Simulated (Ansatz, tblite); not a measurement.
Isomers of Na₆Sb (doublet), found by a short tight-binding search and relaxed with PBE-D4/def2-SVP in Ansatz.

In the def2 sets Sb takes a core potential; there is no spin–orbit coupling. The xTB rows come from tblite. LC-ωPBE has ω = 0.4 bohr⁻¹.

Run but left out: HF/def2-SVP, MP2/def2-SVP, CCSD/def2-SVP, CCSD(T)/def2-SVP (A: ⟨S²⟩ 1.42, where a pure state has 0.75).

A: At r2SCAN-D4/def2-TZVP, LC-ωPBE/def2-TZVP the charge 0 doublet is spin-contaminated (final ⟨S²⟩ up to 0.86, 0.75 for a pure state). B: At LC-ωPBE/def2-TZVP the charge 0 doublet is spin-contaminated (final ⟨S²⟩ up to 0.87, 0.75 for a pure state).

Other spin states weren't relaxed.

A:

```
atom   x (Å)   y (Å)   z (Å)
 Sb1   0.390  -0.141   0.192
 Na2  -1.822  -0.936  -1.770
 Na3   1.538  -1.244  -2.362
 Na4  -1.697   1.069   2.032
 Na5  -0.018  -3.126   0.165
 Na6  -0.166   2.771  -0.470
 Na7   1.775   1.606   2.212
```

B:

```xyz
7

Sb    0.066   -1.040    0.518
Na    1.394   -1.621    3.094
Na   -0.485    0.018   -2.227
Na    2.825   -1.918   -0.105
Na   -2.350    0.742    0.404
Na    1.650    1.398    0.909
Na   -3.099    2.420   -2.594
```

Task: Estimate which lies lowest at each level, and how far above it the others are (kcal/mol).

Result: 
| level | A | B |
| --- | --- | --- |
| GFN1-xTB | 2.7 | 0.0 |
| GFN2-xTB | 0.0 | 0.0 |
| LDA (SPW92)/def2-TZVP | 0.0 | 1.3 |
| PBE-D4/def2-TZVP | 0.0 | 0.5 |
| r2SCAN-D4/def2-TZVP | 0.0 | 0.4 |
| PBE0-D4/def2-TZVP | 0.3 | 0.0 |
| LC-ωPBE/def2-TZVP | 4.5 | 0.0 |
Point groups (tolerance 0.1 Å): A not assigned, B not assigned. Lower isomers may exist.
